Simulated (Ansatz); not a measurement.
Gas-phase reaction R1 + R2 → P1, each structure at its B3LYP-D3(BJ)/def2-TZVP stationary point, reached from a drawn start (curvature not checked).
P1, CF3 (SMILES F[C](F)F) (charge 0, multiplicity 2):
```
atom    x (Å)    y (Å)    z (Å)
----  -------  -------  -------
F     -0.5735  -0.6175   0.9419
C      0.2660  -0.1254   0.0483
F     -0.1029  -0.4370  -1.1815
F      0.4105   1.1800   0.1913
```
R1: F atom, charge 0, multiplicity 2.
R2: CF2 (SMILES F[C]F), charge 0, multiplicity 1.

P less R. No zero-point or thermal terms; singlets are restricted closed shells; open shells are unrestricted; no spin–orbit coupling.

Cores are frozen in the correlated methods.

Run with Ansatz (an electronic-structure program). No computed number here is a measurement.

### Question
One of these levels gives -323.4 kJ/mol for the reaction energy. Name it.
A) CCSD/cc-pVDZ
B) r2SCAN/def2-TZVPP
C) HF/cc-pVDZ

### Answer
A, CCSD/cc-pVDZ. The others give -259.4 (HF/cc-pVDZ), -398.5 (r2SCAN/def2-TZVPP)
